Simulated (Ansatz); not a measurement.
Cl2Si, charge -1, doublet, at a GFN2-xTB geometry (a state made from the parent by changing its charge; the spin is typed, not shown lowest) (a gas-phase anion, which may not be bound at this level); MP2/cc-pVDZ (Ansatz, an electronic-structure program).

Input for Ansatz:
Ansatz 0.2 input:
```yaml
crystal:
  periodic: [false, false, false]
  atoms:
    - {symbol: Si, position_ang: [0.00192852, 0.00722659, 1.06771357]}
    - {symbol: Cl, position_ang: [1.17861260, 1.40733335, -0.45132240]}
    - {symbol: Cl, position_ang: [-1.18020079, -1.41328466, -0.42797112]}
basis:
  gaussian:
    orbitals: cc-pVDZ
total_charge: -1
magnetization: {spin_polarized: true, initial_magnetization: 1}
correlation: {method: mp2}
```

### Question
Write the output that Ansatz gives for this input, abridged.

### Answer

```
Functional definition: HF
575 factors; integrals over basis functions are off by at most 5.9e-4 eV
mean field evaluation 1: about -32871.6873 eV, gradient 8.5e0 eV
mean field evaluation 2: about -32871.6922 eV, gradient 8.5e0 eV
mean field evaluation 4: about -32872.3787 eV, gradient 1.2e0 eV
mean field evaluation 8: about -32872.4143 eV, gradient 3.7e-3 eV
mean field -32872.41431458 eV, -1208.0389443381 hartree, gradient 3.2e-6 eV, S^2 0.776908; 0 other end points of the search recorded, 0 dependent functions left out
15 core orbitals not correlated
reference -32872.41431458 eV, -1208.0389443381 hartree; 10, 9 occupied and 29, 30 virtual orbitals, 575 factors
second order -9.16699166 eV of doubles, -0.00000000 eV of singles
Total energy: -32881.58130624 eV, -1208.3758250679 hartree
```
